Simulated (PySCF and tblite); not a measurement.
Values are calculated unless marked as measured or tabulated.
Stationary points of CH6OSSi at PBE0-D3(BJ)/def2-SVP, in Å:

Structure A

```
 1 C     1.470   -0.386    0.080
 2 S     0.399    0.849   -0.733
 3 O     0.435    2.102    0.121
 4 Si   -1.547   -0.068   -0.144
 5 H     1.194   -0.482    1.139
 6 H     2.492    0.014    0.005
 7 H     1.406   -1.351   -0.446
 8 H    -1.749   -1.403   -0.787
 9 H    -2.573    0.906   -0.600
10 H    -1.518   -0.177    1.342
```

Structure B

```
 1 C     1.609   -0.377   -0.001
 2 S     0.238    0.754    0.227
 3 O     0.582    2.180    0.638
 4 Si   -1.711   -0.034   -0.117
 5 H     2.159   -0.467    0.946
 6 H     2.271    0.020   -0.784
 7 H     1.201   -1.351   -0.301
 8 H    -1.383   -1.436   -0.502
 9 H    -2.410    0.693   -1.215
10 H    -2.556    0.018    1.110
```

Level: PBE0/pcSseg-1 + D3(BJ) on PBE0-D3(BJ)/def2-SVP stationary points, with GFN2-xTB thermal terms.

Question: Which structure is a saddle point, and along which motion?

Answer: B: one imaginary mode (527i cm⁻¹ at GFN2-xTB, mostly on S2, C1, O3), along the pyramidal inversion at S2.

Question: Give their symmetry and energies above the lowest.

Answer: A C1, 0.0 kcal/mol; B Cs, 26.9 kcal/mol.
